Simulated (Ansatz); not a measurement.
Reaction (cleavage of the B–Si bond): `C[SiH2]B[SiH3]` + silanol → `[SiH3]BO[SiH3]` + `C[SiH3]`

Isolated molecules relaxed with PBE0-D4/def2-TZVP in Ansatz; ΔE leaves out vibrations. CCSD(T)/CBS adds triple-zeta CCSD(T) − MP2 to the extrapolated MP2 energy (def2 sets, frozen cores). This one scheme is used for every species. Functionals use def2-TZVPP. Each species was taken in one conformer, which may not be the lowest.

`C[SiH2]B[SiH3]`:

Z-matrix (Å, degrees):
```
C
Si 1 1.876
H 1 1.092 2 110.8
H 1 1.093 2 110.8 3 119.7
H 1 1.092 2 111.1 3 -120.3
B 2 2.005 1 115.3 3 -55.0
H 2 1.492 1 109.9 3 177.4
H 2 1.499 1 109.6 3 60.3
Si 6 2.005 2 123.1 1 17.1
H 6 1.198 2 118.2 1 -162.6
H 9 1.488 6 115.4 2 153.9
H 9 1.490 6 113.4 2 28.1
H 9 1.497 6 104.2 2 -88.0
```

`O[SiH3]`:

Cartesian coordinates in Å:
```
O 0.681 1.081 -0.102
Si -0.054 -0.391 -0.017
H 0.159 1.855 0.110
H -0.555 -0.677 1.356
H 0.978 -1.383 -0.393
H -1.209 -0.484 -0.953
```

`[SiH3]BO[SiH3]`:

Z-matrix (Å, degrees):
```
Si
B 1 2.031
H 1 1.489 2 113.6
H 1 1.492 2 109.7 3 -121.5
H 1 1.492 2 109.6 3 121.5
O 2 1.348 1 120.6 3 -0.2
H 2 1.209 1 120.8 3 179.8
Si 6 1.662 2 132.1 1 -180.0
H 8 1.485 6 109.9 2 0.2
H 8 1.481 6 107.8 2 120.8
H 8 1.481 6 107.8 2 -120.4
```

`C[SiH3]`:

```xyz
8

C    -0.612   -0.657   -0.410
Si    0.548    0.588    0.367
H    -1.106   -0.233   -1.287
H    -1.384   -0.963    0.300
H    -0.067   -1.550   -0.725
H     1.597    1.006   -0.603
H     1.221    0.008    1.560
H    -0.197    1.803    0.798
```

(1) Is it downhill or uphill in electronic energy at CCSD(T)/CBS, and by how much? (Estimate.)

(2) What do these levels give: PBE-D4, r2SCAN-D4, B2PLYP, r2SCAN, MP2/def2-TZVPP, MP2/CBS(def2)? (An estimate is asked.)

Largest T1 diagnostic among the species: 0.014.

Answers

(1) Computed: Downhill: ΔE = -1.55 eV.

(2) The calculation gave: PBE-D4 -1.46, r2SCAN-D4 -1.53, B2PLYP -1.66, r2SCAN -1.54, MP2/def2-TZVPP -1.63, MP2/CBS(def2) -1.60 eV.

The D4 term adds +0.04 eV with B3LYP and +0.02 eV with PBE0; it sums over pairs of atoms, weighted by their polarisabilities, and B3LYP, whose exchange is more repulsive, gets the larger term. In def2-TZVPP, CCSD(T) changes the Hartree–Fock value by +0.15 eV (the triples alone add +0.01 eV) and MP2 by +0.11 eV.

B3LYP here is the variant with VWN-RPA as its local correlation; programs differ in this.
